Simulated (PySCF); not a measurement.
HfO, SMILES [O]=[Hf], multiplicity 1. Geometry: PBE-D3(BJ)/def2-TZVPD. The multiplicity is an assumed one; other spin states were not compared. The def2 effective core potentials stand for the cores of Hf; spin–orbit coupling is left out.

Computed equilibrium geometry at PBE-D3(BJ)/def2-TZVPD (PySCF confirms it by a frequency run) as a Z-matrix, and its point group:
point group C∞v.
```
Hf
O 1 1.7388
```
